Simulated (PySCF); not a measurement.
ethoxycyclopropane (C5H10O), SMILES C1(OCC)CC1. Atoms are numbered in the order given.

```xyz
16

C      2.6440    -0.0828    -0.3040
C      1.2226    -0.5187    -0.5768
O      0.3964    -0.0271     0.4622
C     -0.9393    -0.3685     0.2984
C     -1.9336     0.5591     0.9056
C     -1.7988     0.4824    -0.5992
H      3.3214    -0.4506    -1.0893
H      2.9863    -0.4737     0.6663
H      2.7090     1.0156    -0.2712
H      0.8703    -0.1346    -1.5571
H      1.1540    -1.6266    -0.6248
H     -1.1431    -1.4517     0.3279
H     -2.8231     0.1365     1.3811
H     -1.5176     1.4427     1.3980
H     -1.3017     1.3225    -1.0940
H     -2.5964     0.0077    -1.1789
```

Geometry optimised at r2SCAN-D4/def2-SVP. Other conformers were not sampled.

Computed with PySCF with M06-2X/def2-TZVP.

ESP charges are fitted to the potential on shells at 1.4 to 2.0 van der Waals radii. Atomic charges (e):

| atom | ESP fit | IAO | Löwdin | Mulliken |
|---|---|---|---|---|
| C1 | (withheld) | -0.41 | -0.32 | -0.41 |
| C2 | (withheld) | -0.02 | -0.35 | -0.07 |
| O3 | -0.31 | -0.40 | 0.19 | -0.30 |
| C4 | -0.06 | 0.07 | -0.34 | 0.01 |
| C5 | (withheld) | -0.30 | -0.23 | -0.28 |
| C6 | (withheld) | -0.32 | -0.24 | -0.27 |
| H7 | (withheld) | 0.14 | 0.12 | 0.13 |
| H8 | (withheld) | 0.14 | 0.13 | 0.14 |
| H9 | (withheld) | 0.14 | 0.12 | 0.14 |
| H10 | -0.02 | 0.11 | 0.12 | 0.12 |
| H11 | -0.03 | 0.11 | 0.12 | 0.11 |
| H12 | 0.15 | 0.12 | 0.13 | 0.12 |
| H13 | 0.16 | 0.15 | 0.13 | 0.14 |
| H14 | 0.17 | 0.16 | 0.14 | 0.14 |
| H15 | 0.22 | 0.15 | 0.14 | 0.15 |
| H16 | 0.19 | 0.15 | 0.13 | 0.13 |

Question: Complete the blanks. (An estimate is asked for; the answer gives what the named calculation found.)

Answer: 
- C1, ESP fit: -0.50
- C2, ESP fit: 0.41
- C5, ESP fit: -0.29
- C6, ESP fit: -0.48
- H7, ESP fit: 0.12
- H8, ESP fit: 0.13
- H9, ESP fit: 0.14

Computed Mayer and Wiberg (Löwdin basis) orders of the bonds:
```tsv
bond	Mayer	Wiberg
C1–C2	0.98	1.33
C2–O3	0.93	1.44
O3–C4	1.01	1.49
C4–C5	0.94	1.26
C4–C6	0.93	1.24
C5–C6	0.92	1.27
C1–H7	0.97	0.90
C1–H8	0.97	0.90
C1–H9	0.97	0.90
C2–H10	0.96	0.87
C2–H11	0.96	0.87
C4–H12	0.98	0.84
C5–H13	0.97	0.87
C5–H14	0.97	0.86
C6–H15	0.96	0.87
C6–H16	0.96	0.88
```
